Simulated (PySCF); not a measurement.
Compound: C5H11FOSi2.
SMILES with atom numbers: `[CH2:1]=[C:2]1[C@@H:3]([CH2:4][SiH3:5])[C@H:6]1[O:7][SiH2:8][F:9]`

Cartesian coordinates in Å at the GFN2-xTB level; atoms count from 1:
```xyz
20
C5H11FOSi2 angstrom
C      1.788    2.081    0.367
C      0.864    1.214    0.694
C     -0.558    0.864    0.817
C     -1.431    0.809   -0.416
Si    -2.764   -0.544   -0.267
C      0.527   -0.182    1.010
O      0.673   -1.170    0.044
Si     1.939   -1.877   -0.644
F      2.686   -2.815    0.433
H      1.543    3.104    0.125
H      2.833    1.815    0.345
H     -1.081    1.176    1.715
H     -0.802    0.613   -1.286
H     -1.887    1.789   -0.568
H     -3.575   -0.259    0.922
H     -3.612   -0.482   -1.460
H     -2.147   -1.860   -0.143
H      0.719   -0.553    2.014
H      1.286   -2.735   -1.606
H      2.993   -0.977   -1.084
```

Definitions: NICS(0) = −σiso at the ring centroid; NICS(1) = −σiso and NICS(1)zz = −σzz at ±1 Å along the ring normal z. Level: GIAO PBE0/pcSseg-1 (PySCF, non-relativistic, gas phase) on the GFN2-xTB geometry, one conformer.

Ring bond lengths (Å), with Mayer bond orders in brackets: C2–C3 1.470 (0.90), C3–C6 1.519 (0.92), C6–C2 1.470 (0.89).

**Question.** What do the NICS probes read (ppm)?

**Answer.** 
| ring | type | NICS(0) | NICS(1), two faces | NICS(1)zz, two faces | rms pucker (Å) | centre to ring atoms, mean (Å) |
| --- | --- | --- | --- | --- | --- | --- |
| C2–C3–C6 | 3-membered carbocycle; formal bonds all single | -27.1 | -8.7 / -6.4 | -20.2 / -11.2 | 0.00 | 0.86 |

**Question.** What do they say, and how far can they be read as aromaticity?

**Answer.** 
- C2–C3–C6: mean NICS(1)zz -15.7 ppm, shielded. C3, C6 have four or more neighbours; no verdict on aromaticity is drawn. The two faces differ by 9.0 ppm, so no symmetry operation interchanges them. NICS(0) lies 20 ppm below the mean NICS(1).

**Question.** What is the mean of the two in-plane components of NICS at the first NICS(1) probe listed for ring C2–C3–C6, 1 Å off the ring?

**Answer.** The isotropic value is a third of the trace: (3 × -8.7 − (-20.2))/2 = -2.9 ppm.

**Question.** What are the shieldings of the ring atoms and their hydrogens in the same run (means over atoms taken as equivalent)?

**Answer.** 
| atoms | environment | σ isotropic (ppm) | principal values of the symmetric part, first atom (ppm) |
| --- | --- | --- | --- |
| C2 | fully substituted alkene carbon | 37.4 | -62.3, -17.3, 191.8 |
| C3 | allylic carbon | 163.5 | 140.1, 145.9, 204.4 |
| C6 | sp3 carbon bound to oxygen | 133.9 | 91.1, 112.6, 198.2 |
| H12 | methine hydrogen | 30.03 | 24.2, 27.5, 38.4 |
| H18 | methine hydrogen | 27.30 | 21.4, 26.6, 33.9 |
